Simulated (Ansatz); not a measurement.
BrFH4O2Si2, SMILES `O[Si](F)(Br)O[SiH3]`, relaxed with RKS PBE0-D4/def2-TZVP in the Gaussian-basis code of Ansatz from a GFN2-xTB geometry. The force threshold is 0.005 eV/Å; the program also tests the step.

Total charge 0; spin multiplicity 1.

Start:

```xyz
10

O    -1.932   -0.727    1.413
Si   -0.986    0.321    0.663
F    -1.843    1.226   -0.338
Br   -0.184    1.604    2.203
O     0.173   -0.369   -0.186
Si    1.562   -0.183   -1.034
H    -2.410   -1.413    0.960
H     1.297    0.813   -2.067
H     2.569    0.264   -0.078
H     1.753   -1.537   -1.536
```

```tsv
step	energy (eV)	largest force (eV/Å)	largest move (Å)
1	-92666.8688	0.762	0.000
2	-92666.9682	0.403	0.104
3	-92666.9729	0.239	0.018
4	-92666.9755	0.093	0.014
5	-92666.9768	0.098	0.018
6	-92666.9780	0.065	0.049
7	-92666.9785	0.024	0.008
8	-92666.9786	0.027	0.014
9	-92666.9788	0.048	0.020
10	-92666.9793	0.076	0.071
11	-92666.9794	0.069	0.026
12	-92666.9796	0.028	0.006
13	-92666.9796	0.021	0.009
14	-92666.9797	0.013	0.006
15	-92666.9797	0.020	0.014
16	-92666.9798	0.020	0.010
17	-92666.9798	0.006	0.010
18	-92666.9798	0.006	0.005
19	-92666.9798	0.013	0.004
20	-92666.9798	0.008	0.003
21	-92666.9798	0.003	0.005
```

End:

```xyz
10

O    -1.977   -0.716    1.422
Si   -1.058    0.376    0.667
F    -1.948    1.313   -0.246
Br   -0.132    1.641    2.194
O     0.042   -0.328   -0.268
Si    1.506   -0.211   -1.014
H    -2.223   -1.511    0.945
H     1.426    0.779   -2.116
H     2.534    0.208   -0.030
H     1.830   -1.551   -1.555
```

It took 79 s on 2 threads of an AMD EPYC 7R13 on a shared host and a share of an NVIDIA H100 80 GB, with 0.93 GiB of host memory at the peak.
